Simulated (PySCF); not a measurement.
Job file and geometry (Å, from PBE0-D3(BJ)/def2-SVP) of a spin–spin coupling run on cyclo-(H2GeNH)2, PBE/pcJ-1 Ge:pcSseg-1 indirect spin-spin coupling, non-relativistic, gas phase in PySCF; density fitting, a coarse starting grid and PySCF grid level 2 are the driver's defaults:

```
$ OMP_NUM_THREADS=1 python probes_run.py task.json out

{"job": {"kind": "j", "xc": "PBE", "basis": "pcJ-1"}, "charge": 0, "multiplicity": 1}
Ge     1.368133    -0.031256    -0.026321
H      2.224416    -1.317888     0.034440
H      2.297209     1.200843    -0.124216
N      0.038299     0.084709     1.254495
Ge    -1.342958     0.022074     0.024699
H     -2.248713    -1.228008     0.121988
H     -2.225631     1.290320    -0.035002
N     -0.012994    -0.076119    -1.260224
H      0.066829     0.650897     2.094424
H     -0.039929    -0.672302    -2.079853
```

Problem. Write the output of this run.

Solution. 
```
coarse grid: 39904 points
cycle   1  E = -4265.6907588559  dE = -8.899e-01  |g| = 1.708e+00  |ddm| = 3.061e+00
cycle   2  E = -4264.8739100991  dE =  8.168e-01  |g| = 2.603e+00  |ddm| = 2.696e+00
cycle   3  E = -4265.8498477394  dE = -9.759e-01  |g| = 6.675e-01  |ddm| = 2.405e+00
cycle   4  E = -4265.9457682403  dE = -9.592e-02  |g| = 1.244e-01  |ddm| = 5.757e-01
cycle   5  E = -4265.9473451951  dE = -1.577e-03  |g| = 2.746e-02  |ddm| = 1.182e-01
cycle   6  E = -4265.9475050543  dE = -1.599e-04  |g| = 5.422e-03  |ddm| = 3.951e-02
cycle   7  E = -4265.9475121839  dE = -7.130e-06  |g| = 1.316e-03  |ddm| = 6.632e-03
final grid: 80296 points
cycle   8  E = -4265.9475031738  dE =  1.534e-06  |g| = 3.019e-03  |ddm| = 3.796e-03
cycle   9  E = -4265.9474917635  dE =  1.141e-05  |g| = 7.813e-03  |ddm| = 8.605e-03
cycle  10  E = -4265.9475051844  dE = -1.342e-05  |g| = 1.979e-04  |ddm| = 6.209e-03
cycle  11  E = -4265.9475051939  dE = -9.494e-09  |g| = 7.175e-05  |ddm| = 2.777e-04
cycle  12  E = -4265.9475051947  dE = -8.113e-10  |g| = 1.428e-05  |ddm| = 6.596e-05
converged SCF energy = -4265.9475051947

Indirect spin-spin couplings (Hz)
  i      j    bonds     total        FC       PSO       DSO        SD
  1 H    2 H    2     50.408    53.378     1.015    -3.984         -
  1 H    3 N    2     -5.867    -6.069    -0.066     0.251     0.017
  1 H    5 H    4     -2.363    -1.508     0.450    -1.305         -
  1 H    6 H    4      3.786     6.137     1.134    -3.485         -
  1 H    7 N    2     -1.793    -2.051    -0.025     0.257     0.027
  1 H    8 H    3     -0.976     0.388     1.451    -2.815         -
  1 H    9 H    3     -1.129    -0.825     0.372    -0.677         -
  2 H    3 N    2     -2.058    -2.320    -0.028     0.263     0.027
  2 H    5 H    4      3.791     6.141     1.134    -3.485         -
  2 H    6 H    4     -2.368    -1.448     0.482    -1.401         -
  2 H    7 N    2     -6.086    -6.288    -0.068     0.252     0.017
  2 H    8 H    3     -1.304    -0.941     0.434    -0.797         -
  2 H    9 H    3     -0.860     0.543     1.460    -2.863         -
  3 N    5 H    2     -5.864    -6.066    -0.066     0.251     0.017
  3 N    6 H    2     -2.083    -2.344    -0.027     0.261     0.027
  3 N    7 N    2      2.796     2.980    -0.196     0.006     0.006
  3 N    8 H    1    -75.727   -72.203    -2.294    -0.693    -0.537
  3 N    9 H    3     -4.251    -4.340    -0.201     0.294    -0.003
  5 H    6 H    2     50.333    53.289     1.010    -3.966         -
  5 H    7 N    2     -1.780    -2.040    -0.026     0.259     0.027
  5 H    8 H    3     -0.962     0.397     1.451    -2.810         -
  5 H    9 H    3     -1.149    -0.835     0.378    -0.692         -
  6 H    7 N    2     -6.110    -6.313    -0.068     0.254     0.017
  6 H    8 H    3     -1.301    -0.944     0.434    -0.791         -
  6 H    9 H    3     -0.856     0.554     1.463    -2.873         -
  7 N    8 H    3     -4.152    -4.240    -0.206     0.297    -0.002
  7 N    9 H    1    -74.062   -70.504    -2.327    -0.693    -0.538
  8 H    9 H    4      1.700     2.794     2.457    -3.550         -
```

Size and cost of the density-fitted run: 196 basis functions, 27 s wall time on 1 thread of an Arm Neoverse V1, shared host; peak memory 0.77 GiB.
